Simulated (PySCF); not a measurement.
**Functional dependence of a UV spectrum**

Species: BClGeH₄O₂.
SMILES: `O[B]([GeH2][Cl])O`

Linear-response calculations in the def2-SVPD basis (PySCF; singlets by full response, triplets Tamm–Dancoff, core orbitals frozen in the response; HF means time-dependent Hartree–Fock). 'Strongest' is the level of largest summed f among the singlets computed (10 roots, of which the last may lack a degenerate partner); it can jump between rows when another state enters that window. S1 is the lowest singlet of each run and needn't be the same state throughout; f(S1) is that of one state. The structure is a single PBE0-D3(BJ)/def2-SVP conformer in the gas phase; no vibrational or solvent corrections. The LDA/def2-SVPD calculation is non-relativistic and has no spin–orbit coupling, an omission that weighs most on germanium.

```json
{"functional": "LDA", "kind": "LDA", "S1 (eV)": "5.05", "f(S1)": "0.019", "strongest (eV)": "6.91", "T1 (eV)": "4.61", "HOMO (eV)": "-6.84", "gap (eV)": "4.79", "ionisation energy, ΔSCF (eV)": "9.88"}
{"functional": "PBE0", "kind": "global hybrid, 25% exact exchange", "S1 (eV)": "5.79", "f(S1)": "0.019", "strongest (eV)": "6.54", "T1 (eV)": "5.08", "HOMO (eV)": "-8.06", "gap (eV)": "7.12", "ionisation energy, ΔSCF (eV)": "10.14"}
{"functional": "HF", "kind": "Hartree–Fock", "S1 (eV)": "6.95", "f(S1)": "0.024", "strongest (eV)": "9.80", "T1 (eV)": "5.69", "HOMO (eV)": "-11.09", "gap (eV)": "12.27", "ionisation energy, ΔSCF (eV)": "not settled"}
```

Question: What does PBE (GGA) give?

Answer: S1 (eV) 5.18, f(S1) 0.025, strongest (eV) 6.90, T1 (eV) 4.67, HOMO (eV) -6.77, gap (eV) 4.96, ionisation energy, ΔSCF (eV) 9.78. S1 runs from 5.05 eV (LDA) to 6.95 eV (HF), a spread of 1.91 eV, while the orbital gap spreads over 7.5 eV. Along PBE (0%), PBE0 (25%), HF (100%) S1 rises with the share of exact exchange. −ε(HOMO) comes closest to its own ΔSCF ionisation energy with PBE0 (-2.08 eV) and misses most with LDA (-3.04 eV). 'Not settled' means that the ion's SCF failed to converge or may have ended in another state than the lowest.
